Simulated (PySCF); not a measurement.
NP, SMILES N#P. Atoms are numbered in the order given.

```xyz
2

N      0.0000     0.0000    -1.0136
P      0.0000     0.0000     0.4730
```

Geometry: r2SCAN-D4/def2-TZVPD.

Calculation: B3LYP/pcJ-2 run with PySCF.

Isotropic couplings with Fermi-contact, spin-dipole and both spin-orbit terms, one fixed conformer, no vibrational averaging. Isotopes: 14N, 31P.

Computed spin–spin coupling constants:
```tsv
pair	bonds apart	J (Hz)
N1–P2	1	-49.0
```
